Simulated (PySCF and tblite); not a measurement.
Results of a calculation; reference values are marked as such.
C₃H₇F₃OSi, numbered as in [CH3:1][C@H:2]([O:3][SiH3:4])[C:5]([F:6])([F:7])[F:8].

Level: PBE0-D3(BJ)/pcSseg-1//GFN2-xTB, thermal terms from GFN2-xTB, symmetry numbers and mirror pairs counted. Conformers within 2.5 kcal/mol (GFN2-xTB free energy) were kept, 4 at most. (PySCF 2.14, tblite 0.8.)

Torsions listed: C1–C2–O3–Si4.

```
conformer  shape  symmetry
        1  -168°        C1
        2   -76°        C1
```

Q: Which of these conformers is the most populated at 298.15 K, and with what share?

A: Conformer 1, about 65 %. The lead over the next is within the error of the method.

Q: Give the DFT energies and free energies relative to the lowest, and all weights.

A: 
```tsv
conformer	shape	E(DFT) kcal/mol	G(298.15 K) kcal/mol	weight %
1	-168°	0.00	0.00	65.4
2	-76°	0.19	0.38	34.6
```

Q: How does its share change from 250 K to 350 K?

A: From 67 % to 64 %; the mixing entropy goes from 1.25 to 1.30 cal/(mol K).


Conformer gaps in pcSseg-1 on xTB geometries can be 2 kcal/mol off for S=O, P=O and other polar bonds.